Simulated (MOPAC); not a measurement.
Input file for MOPAC: PM3 on CH4OPb (SMILES C[O][PbH]), a point of a bond scan (R = 0.987 Å).

```
PM3 1SCF PRECISE CHARGE=0 THREADS=1
CH4OPb

Pb    -0.18088400 1    -0.24647814 1     0.34040536 1
H     -1.22799667 1    -0.74183773 1    -1.13818280 1
O      1.00528976 1     1.06933301 1    -0.77910563 1
C      0.89711151 1     1.34866124 1    -2.15568911 1
H      0.72918954 1     2.31146980 1    -2.29127316 1
H      1.83700100 1     1.10003060 1    -2.66238683 1
H      0.08796474 1     0.78793494 1    -2.63935184 1
```

The log:

```
*******************************************************************************
 **                                                                           **
 **                              MOPAC v23.2.5                                **
 **                                                                           **
 *******************************************************************************
 ** MOPAC's Digital Object Identifier: https://doi.org/10.5281/zenodo.6511958 **
 **                                                                           **
 ** Please cite the open-source release paper for use of this MOPAC version:  **
 ** J. E. Moussa and J. J. P. Stewart (2026)                                  **
 ** MOPAC: An open-source semiempirical molecular orbital program             **
 ** J. Open Source Softw., 11(119), 8025, https://doi.org/10.21105/joss.08025 **
 *******************************************************************************

                              PM3 CALCULATION RESULTS

 *******************************************************************************
 *  PM3        - The PM3 Hamiltonian to be used
 *
 *
 *
 *                 CHARGE ON SYSTEM = 0
 *
 *
 *
 *  PRECISE    - TIGHTER CRITERIA TO BE USED
 *  1SCF       - DO 1 SCF AND THEN STOP
 *  THREADS=1  - MULTI-THREADING NOT USED
 *  T=         - A TIME OF 172800.0 SECONDS REQUESTED
 *  DUMP=N     - RESTART FILE WRITTEN EVERY 7200.0 SECONDS REQUESTED
 *******************************************************************************
PM3 1SCF PRECISE CHARGE=0 THREADS=1
 CH4OPb

   ATOM   CHEMICAL          X               Y               Z
  NUMBER   SYMBOL      (ANGSTROMS)     (ANGSTROMS)     (ANGSTROMS)

     1      Pb         -0.18088400  *  -0.24647814  *   0.34040536  *
     2       H         -1.22799667  *  -0.74183773  *  -1.13818280  *
     3       O          1.00528976  *   1.06933301  *  -0.77910563  *
     4       C          0.89711151  *   1.34866124  *  -2.15568911  *
     5       H          0.72918954  *   2.31146980  *  -2.29127316  *
     6       H          1.83700100  *   1.10003060  *  -2.66238683  *
     7       H          0.08796474  *   0.78793494  *  -2.63935184  *



          CARTESIAN COORDINATES

    NO.       ATOM           X           Y           Z

     1        Pb         -0.1809     -0.2465      0.3404
     2         H         -1.2280     -0.7418     -1.1382
     3         O          1.0053      1.0693     -0.7791
     4         C          0.8971      1.3487     -2.1557
     5         H          0.7292      2.3115     -2.2913
     6         H          1.8370      1.1000     -2.6624
     7         H          0.0880      0.7879     -2.6394

  H: (PM3): J. J. P. STEWART, J. COMP. CHEM. 10, 209 (1989).
  C: (PM3): J. J. P. STEWART, J. COMP. CHEM. 10, 209 (1989).
  O: (PM3): J. J. P. STEWART, J. COMP. CHEM. 10, 209 (1989).
 Pb: (PM3): J. J. P. STEWART, J. COMP. CHEM. 12, 320-341 (1991).

           Empirical Formula: C H4 O Pb  =     7 atoms



      MOLECULAR POINT GROUP   :   Cs


      RHF CALCULATION, NO. OF DOUBLY OCCUPIED LEVELS = 9


 -------------------------------------------------------------------------------
 PM3 1SCF PRECISE CHARGE=0 THREADS=1
 CH4OPb



     1SCF WAS SPECIFIED, SO BFGS WAS NOT USED
     SCF FIELD WAS ACHIEVED


                              PM3 CALCULATION
                                                       MOPAC v23.2.5 Linux




          FINAL HEAT OF FORMATION =          7.14172 KCAL/MOL =      29.88095 KJ/MOL


          COSMO AREA              =        108.57 SQUARE ANGSTROMS
          COSMO VOLUME            =         94.09 CUBIC ANGSTROMS

          IONIZATION POTENTIAL    =          8.802322 EV
          HOMO LUMO ENERGIES (EV) =         -8.802 -1.913
          NO. OF FILLED LEVELS    =          9
          MOLECULAR WEIGHT        =        239.2420         POINT GROUP:  Cs

          MOLECULAR DIMENSIONS (Angstroms)

            Atom       Atom       Distance
            H     6    H     2     3.88714
           Pb     1    H     7     2.55389
            H     5    H     6     1.60102


          SCF CALCULATIONS        =          1





   ATOM   CHEMICAL          X               Y               Z
  NUMBER   SYMBOL      (ANGSTROMS)     (ANGSTROMS)     (ANGSTROMS)

     1      Pb         -0.18088400  *  -0.24647814  *   0.34040536  *
     2       H         -1.22799667  *  -0.74183773  *  -1.13818280  *
     3       O          1.00528976  *   1.06933301  *  -0.77910563  *
     4       C          0.89711151  *   1.34866124  *  -2.15568911  *
     5       H          0.72918954  *   2.31146980  *  -2.29127316  *
     6       H          1.83700100  *   1.10003060  *  -2.66238683  *
     7       H          0.08796474  *   0.78793494  *  -2.63935184  *

                             CARTESIAN COORDINATES

   1   Pb       -0.180884000    -0.246478140     0.340405360
   2    H       -1.227996670    -0.741837730    -1.138182800
   3    O        1.005289760     1.069333010    -0.779105630
   4    C        0.897111510     1.348661240    -2.155689110
   5    H        0.729189540     2.311469800    -2.291273160
   6    H        1.837001000     1.100030600    -2.662386830
   7    H        0.087964740     0.787934940    -2.639351840


           Empirical Formula: C H4 O Pb  =     7 atoms



      MOLECULAR POINT GROUP   :   Cs


                  EIGENVALUES
 -35.66013 -25.91664 -16.06486 -15.07725 -14.77206 -12.78929 -10.32579 -10.24597
  -8.80232  -1.91301  -0.13477   0.25927   4.33926   4.86901   5.27887   5.86392


              NET ATOMIC CHARGES AND DIPOLE CONTRIBUTIONS

  ATOM NO.   TYPE          CHARGE      No. of ELECS.   s-Pop       p-Pop
    1         Pb           0.607770        3.3922     1.83835     1.55388
    2          H          -0.227137        1.2271     1.22714
    3          O          -0.508377        6.5084     1.83716     4.67121
    4          C           0.121471        3.8785     1.10684     2.77168
    5          H           0.004742        0.9953     0.99526
    6          H           0.008141        0.9919     0.99186
    7          H          -0.006610        1.0066     1.00661
 DIPOLE           X         Y         Z       TOTAL
 POINT-CHG.    -1.034    -1.664     2.808     3.424
 HYBRID        -0.355     0.342    -2.241     2.295
 SUM           -1.389    -1.322     0.566     1.999


          ATOMIC ORBITAL ELECTRON POPULATIONS

     Atom    s        px        py        pz
    1 Pb   1.83835   0.40441   0.30122   0.84824
    2  H   1.22714
    3  O   1.83716   1.73658   1.71657   1.21806
    4  C   1.10684   0.96481   0.96872   0.83815
    5  H   0.99526
    6  H   0.99186
    7  H   1.00661

 **********************
 *                    *
 * JOB ENDED NORMALLY *
 *                    *
 **********************




 == MOPAC DONE ==
```

The run finished.

Cost: very roughly 0.03 core-seconds.
